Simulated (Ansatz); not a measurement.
Consider the redistribution: `N[SiH](S)CCl` + `BCC[SiH3]` → `N[SiH]([SiH3])S` + `BCCCCl`.

Program: Ansatz. Geometries: PBE0-D4/def2-TZVP. ΔE: electronic, gas phase. CBS: MP2 limit from def2 TZ/QZ plus the TZ coupled-cluster correction, frozen cores. Each species was taken in one conformer, which may not be the lowest.

| species | MP2/def2-TZVPP energy (Eh) |
| --- | --- |
| `N[SiH](S)CCl` | -1242.80290 |
| `BCC[SiH3]` | -395.20253 |
| `N[SiH]([SiH3])S` | -1034.68418 |
| `BCCCCl` | -603.30764 |

(1) Work out ΔE.

Largest T1 diagnostic among the species: 0.012.

## Answers

(1) ΔE = (-1034.68418) + (-603.30764) − (-1242.80290) − (-395.20253) = 0.01361 Eh = +8.5 kcal/mol. CCSD(T)/CBS gives +6.4 kcal/mol.

In def2-TZVPP, CCSD(T) changes the Hartree–Fock value by +2.2 kcal/mol (the triples alone add +0.4 kcal/mol) and MP2 by +4.4 kcal/mol. The D4 term adds +1.0 kcal/mol with B3LYP and +0.5 kcal/mol with PBE0; it sums over pairs of atoms, weighted by their polarisabilities, and B3LYP, whose exchange is more repulsive, gets the larger term.

B3LYP here is the variant with VWN-RPA as its local correlation; programs differ in this.
